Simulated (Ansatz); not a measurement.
System: WH, charge 0, multiplicity 6. SMILES: [WH]
Coordinates optimised at B3LYP-D3(BJ)/def2-TZVP (Ansatz, an electronic-structure program):
```
W
H 1 1.7207
```
Charge 0, spin multiplicity 6.

Wanted: atomisation energy, in kcal/mol. Terms: atomisation electronic, to ground-state atoms; open shells spin-unrestricted; no spin-orbit coupling; LANL2DZ with its own core potentials from Na on; six Cartesian d functions in 6-31G* and its kin unless marked 5d; def2 sets with scalar-relativistic core potentials past Kr. Ab initio and DFT rows: single points at B3LYP-D3(BJ) geometries (Ansatz). The spin state of an ion or metal species was assumed, not searched.

```json
[
 {"species": "[WH] (WH) (sextet)", "coefficient": "-1", "E at B3LYP/6-31G* with LANL2DZ past Ar (Ansatz), Eh": "-68.24906", "E at PBE0/def2-TZVPD (Ansatz), Eh": "-67.53761"},
 {"species": "H atom", "coefficient": "+1", "E at B3LYP/6-31G* with LANL2DZ past Ar (Ansatz), Eh": "-0.50027", "E at PBE0/def2-TZVPD (Ansatz), Eh": "-0.50104"},
 {"species": "W atom", "coefficient": "+1", "E at B3LYP/6-31G* with LANL2DZ past Ar (Ansatz), Eh": "-67.63346", "E at PBE0/def2-TZVPD (Ansatz), Eh": "-66.91000"}
]
```

 1 Eh = 627.5095 kcal/mol.

Work the quantity out at each level.


- B3LYP/6-31G* with LANL2DZ past Ar: the sum of coefficient times E is 0.11533 Eh, or 72.37 kcal/mol. Result: 72.4 kcal/mol.
- PBE0/def2-TZVPD: the sum of coefficient times E is 0.12657 Eh, or 79.42 kcal/mol. Result: 79.4 kcal/mol.
